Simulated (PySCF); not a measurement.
In(Me)(OH)2(NH3), CH8InNO2, singlet, PBE0/def2-SVP optimised geometry.

```
13

In    -0.12    -0.38     0.00
C     -1.27     1.43     0.00
H     -0.74     2.21    -0.57
H     -1.41     1.79     1.03
H     -2.26     1.27    -0.45
O      1.91    -0.38     0.00
H      2.26    -0.95     0.70
O     -0.79    -2.21     0.62
H     -1.35    -2.20     1.40
N      0.04    -1.46    -2.05
H     -0.33    -2.38    -1.79
H      1.06    -1.53    -2.13
H     -0.36    -1.17    -2.94
```

Density from PBE0/def2-TZVP, def2 effective core potentials past Kr (PySCF 2.14.0) at that geometry. The core electrons that the potentials of In replace are not part of the density.

Minimum of the electron density along straight lines between bonded atoms, close to the bond critical point (lines longer than 1.1 times the sum of covalent radii, or with two minima, are not listed):

| bond | length / Å | ρ at the minimum / e bohr⁻³ | ∇²ρ there / e bohr⁻⁵ | position (fraction from the first atom) |
|---|---|---|---|---|
| In1–C2 | 2.150 | 0.099 | 0.15 | 0.52 |
| C2–H3 | 1.099 | 0.268 | -0.88 | 0.64 |
| C2–H4 | 1.099 | 0.268 | -0.88 | 0.64 |
| C2–H5 | 1.099 | 0.268 | -0.88 | 0.64 |
| In1–O6 | 2.036 | 0.103 | 0.43 | 0.52 |
| O6–H7 | 0.963 | 0.358 | -2.34 | 0.80 |
| In1–O8 | 2.039 | 0.101 | 0.43 | 0.52 |
| O8–H9 | 0.962 | 0.359 | -2.36 | 0.80 |
| In1–N10 | 2.324 | 0.058 | 0.19 | 0.50 |
| N10–H11 | 1.022 | 0.329 | -1.68 | 0.75 |
| N10–H12 | 1.022 | 0.330 | -1.68 | 0.75 |
| N10–H13 | 1.017 | 0.334 | -1.66 | 0.74 |
